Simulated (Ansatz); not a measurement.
Gas-phase electronic energies from Ansatz, PBE0-D4/def2-TZVP geometries. CCSD(T)/CBS is the MP2 limit (def2-TZVPP, def2-QZVPP) plus CCSD(T) − MP2 in def2-TZVPP, frozen cores. This one scheme is used for every species, atoms too. Open shells (•) are unrestricted, without spin–orbit coupling. Spin–orbit coupling would lower the free atoms: a little for Cl. For Ga outer-core shells are correlated without core-valence functions, so the limit isn't a true one: a few kJ/mol of doubt a bond, and 10 to 20 or more in all where bonds break to atoms. Scalar relativity is left out up to krypton.

Reaction (hydrogen abstraction from a Ga–H bond): `[GaH3]` + Cl• → `[GaH2]`• + HCl

| species | HF/CBS(def2) energy (Eh) |
| --- | --- |
| `[GaH3]` | -1925.01052 |
| Cl• | -459.49129 |
| `[GaH2]`• | -1924.40750 |
| HCl | -460.11403 |

Q: Work out ΔE.

A: ΔE = (-1924.40750) + (-460.11403) − (-1925.01052) − (-459.49129) = -0.01972 Eh = -51.8 kJ/mol. CCSD(T)/CBS gives -84.3 kJ/mol.

Largest T1 diagnostic among the species: 0.015.

From r2SCAN to r2SCAN0 (25 % exact exchange), in def2-TZVPP and without D4, ΔE moves by +6.4 kJ/mol. At CCSD(T), def2-SVP lies +15.9 kJ/mol from the extrapolated value and def2-TZVPP +3.1 kJ/mol.
